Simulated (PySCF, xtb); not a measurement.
diboron tetrafluoride (B2F4), SMILES B(B(F)F)(F)F.

Geometry: PBE0-D3(BJ)/def2-SVP. Other conformers were not sampled.

The numbers are results of C-PCM-PBE0/def2-SVP (PySCF), not measurements.

The values are the electrostatic part of the solvation free energy, E(continuum) − E(gas) at the gas-phase geometry, in a cavity of scaled van der Waals radii (PySCF's table); cavitation and dispersion terms are not included. In vacuum the orbital gap is 9.18 eV. The dipole moment in vacuum is 0.00 D.

Question: Estimate the values in water (ε = 78.36), ethanol (ε = 24.85), diethylether (ε = 4.24). (An estimate is asked for; the answer gives what the named calculation found.)

Answer: 
| solvent | ε | ΔG(elec) (kcal/mol) | dipole (D) | gap (eV) |
|---|---|---|---|---|
| water | 78.36 | -2.0 | 0.00 | 9.26 |
| ethanol | 24.85 | -2.0 | 0.00 | 9.25 |
| diethylether | 4.24 | -1.5 | 0.00 | 9.24 |

For comparison, GFN2-xTB/ALPB(water) (xtb, at the GFN2-xTB geometry, all terms of that model) gives -0.5 kcal/mol.
